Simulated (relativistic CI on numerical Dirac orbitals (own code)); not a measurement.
# Hyperfine structure of Zr6+, mass number 91

Calculated at this level of theory: Dirac-Coulomb-Breit CI, KLI orbitals optimised for each configuration, model QED, unscaled Slater integrals (own radial code, finite nucleus).

Configuration list (outside the closed core [Ar] 3d10): 4s2.4p4, 4s.4p5, 4s2.4p3.4d, 4p6, 4s.4p4.4d, 4s2.4p3.4f, 4s2.4p3.5s, 4s.4p4.4f, 4s2.4p3.5p, 4p5.4d, 4s2.4p3.5d, 4s.4p3.4d2, 4s2.4p3.6s, 4p4.4d2, 4p3.4d3, 4p3.4d2.4f, 4p3.4d2.5s. Double excitations out of closed p, d and f shells are left out; levels of such configurations are missing from the list, as are those of other unlisted configurations, and high levels can miss mixing partners. These lack a partner that the ground configuration has and come out too high: 4s2.4p3.5p, 4s2.4p3.5d, 4s2.4p3.6s.

Nuclear spin I = 5/2, μ = -1.3022 μN, Q = -0.176 b (tables of Stone and Pyykkö). The electronic factors are computed for point nuclear moments, without core polarisation or the Bohr-Weisskopf and QED corrections.

| Level | E (eV) | A (MHz) | B (MHz) |
| --- | --- | --- | --- |
| 4s2.4p4 3P_2 | 0.0000 | -1385 | -680 |
| 4s2.4p4 3P_1 | 1.6368 | 177.5 | 416 |
| 4s2.4p4 1D_2 | 3.5898 | -2919 | 1530 |
| 4s.4p5 3P°_2 | 22.6961 | -7213 | 773 |
| 4s.4p5 3P°_1 | 23.8297 | -5866 | -395 |
| 4s.4p5 1P°_1 | 29.5703 | -5040 | 646 |
| 4s2.4p3.4d 5D°_1 | 31.4790 | -204.5 | 48.2 |
| 4s2.4p3.4d 5D°_2 | 31.4944 | -305.4 | 22.8 |

Levels with J = 0, under 50 % of one LS term, or S terms without an open s electron are left out. Small factors come from cancelling terms and can be off by tens of per cent or more.

At this charge configurations can still be misplaced by up to about 7 % of their energy. 51 of the 69 excited levels that our extract of the measured tables holds in this range could be paired (the sources list more); they are missed by 6727 cm⁻¹ on average and 15973 at most, and levels without a partner can miss by more.

(1) Give the hyperfine levels of 4s2.4p4 3P_2 relative to its centre of gravity.

Answers

(1) With K = F(F + 1) − I(I + 1) − J(J + 1), E = AK/2 + B[¾K(K + 1) − I(I + 1)J(J + 1)]/[2I(2I − 1)J(2J − 1)]: F = 1/2: 9216, F = 3/2: 7445, F = 5/2: 4323, F = 7/2: -403.5, F = 9/2: -7093 MHz.

LS names give the leading component of a level, which can be under half, so a name can repeat, a term be missing and a line seem to break the LS rules.
